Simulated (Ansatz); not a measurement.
Geometry optimisation, RKS PBE0-D4/6-31G* (Ansatz).

Input file:

```yaml
crystal:
  periodic: [false, false, false]
  atoms:
    - { symbol: Si, position_ang: [0.0, 0.0, 0.0] }
    - { symbol: Cl, position_ang: [0.0, 0.0, 2.48] }
    - { symbol: H, position_ang: [1.3768, 0.0, -0.4862] }
    - { symbol: F, position_ang: [-0.7489, 1.2974, -0.5295] }
    - { symbol: H, position_ang: [-0.6877, -1.1914, -0.4862] }
    - { symbol: O, position_ang: [-1.879, 0.006, 0.6243] }
    - { symbol: H, position_ang: [-2.4259, -0.6226, 0.0535] }
    - { symbol: H, position_ang: [-1.3553, 0.0043, 1.769] }
basis:
  gaussian: { orbitals: "6-31G*" }
hamiltonian:
  xc: pbe0
  dispersion: d4
relax:
  f_tol: 0.15
  max_steps: 25
  restrain:
    - { distance: [0, 5], at: 1.68, k: 30.0 }
    - { distance: [7, 1], at: 1.37, k: 30.0 }
    - { distance: [0, 1], at: 3.33, k: 30.0 }
    - { distance: [7, 5], at: 2.21, k: 30.0 }
```

Run as:

```bash
$ ansatz run input.yaml --threads 1 --pin off --max-ram 2048MiB --backend cpu --events-out ev --progress --plain --runs-dir out
```

**Question.** Where does it end, and by what steps?

**Answer.** It converged. The restraints hold the end off the free minimum; the threshold counts their pulls, which the force column leaves out. Restrained pairs: Si1–O6 (1.98 → 1.67 Å), Cl2–H8 (1.53 → 1.33 Å), Si1–Cl2 (2.48 → 3.34 Å), O6–H8 (1.26 → 2.21 Å). After 17 steps the energy has fallen by 3.241 eV (the restraints' own energy left out); H5 moved furthest, 1.35 Å.

```json
{"step": "0", "energy less start (eV)": "0.0000", "largest force component (eV/Å)": "3.428", "accepted": "yes"}
{"step": "1", "energy less start (eV)": "0.2645", "largest force component (eV/Å)": "3.227", "accepted": "yes"}
{"step": "2", "energy less start (eV)": "0.0631", "largest force component (eV/Å)": "3.020", "accepted": "yes"}
{"step": "3", "energy less start (eV)": "-1.0208", "largest force component (eV/Å)": "1.522", "accepted": "yes"}
{"step": "4", "energy less start (eV)": "-1.8024", "largest force component (eV/Å)": "1.215", "accepted": "yes"}
{"step": "5", "energy less start (eV)": "-2.3687", "largest force component (eV/Å)": "1.368", "accepted": "yes"}
{"step": "6", "energy less start (eV)": "-2.8109", "largest force component (eV/Å)": "1.338", "accepted": "yes"}
{"step": "7", "energy less start (eV)": "-3.0486", "largest force component (eV/Å)": "1.272", "accepted": "yes"}
{"step": "8", "energy less start (eV)": "-3.1059", "largest force component (eV/Å)": "1.144", "accepted": "yes"}
{"step": "9", "energy less start (eV)": "-3.1351", "largest force component (eV/Å)": "1.110", "accepted": "yes"}
{"step": "10", "energy less start (eV)": "-3.0675", "largest force component (eV/Å)": "2.048", "accepted": "no"}
{"step": "11", "energy less start (eV)": "-3.1495", "largest force component (eV/Å)": "1.223", "accepted": "yes"}
{"step": "12", "energy less start (eV)": "-3.1596", "largest force component (eV/Å)": "1.352", "accepted": "yes"}
{"step": "13", "energy less start (eV)": "-3.1808", "largest force component (eV/Å)": "1.435", "accepted": "yes"}
{"step": "14", "energy less start (eV)": "-3.1949", "largest force component (eV/Å)": "1.489", "accepted": "yes"}
{"step": "15", "energy less start (eV)": "-3.2325", "largest force component (eV/Å)": "0.988", "accepted": "yes"}
{"step": "16", "energy less start (eV)": "-3.2216", "largest force component (eV/Å)": "1.033", "accepted": "no"}
{"step": "17", "energy less start (eV)": "-3.2410", "largest force component (eV/Å)": "0.981", "accepted": "yes"}
```

```xyz
8
Properties=species:S:1:pos:R:3
Si -0.395 -0.171 -0.406
Cl 0.063 0.804 2.755
H 0.857 -0.644 0.211
F -0.354 1.425 -0.577
H -0.620 -0.740 -1.762
O -1.670 -0.638 0.568
H -2.512 -0.722 0.104
H -1.089 0.180 2.532
```

Time of the run: 70 s on 1 thread of Arm Neoverse V1, on a shared host, peak memory 0.17 GiB.
